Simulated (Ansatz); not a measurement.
Species: LaI2, net charge 0, doublet state. The spin state was set by rule; other spins were not relaxed. SMILES: [I][La][I]
Coordinates optimised at B3LYP-D3(BJ)/def2-TZVP (Ansatz, a quantum-chemistry and plane-wave program):
```xyz
3

La     1.0096     0.0876    -0.0285
I     -0.7583     1.9192    -1.5698
I     -0.3275    -2.0134     1.6005
```
Charge 0, spin multiplicity 2.

### Question
Give the harmonic wavenumbers at B3LYP-D3(BJ)/def2-TZVP (Ansatz, finite differences of forces, unscaled).

### Answer
30, 162, 185 cm⁻¹. Zero-point energy 0.5 kcal/mol.
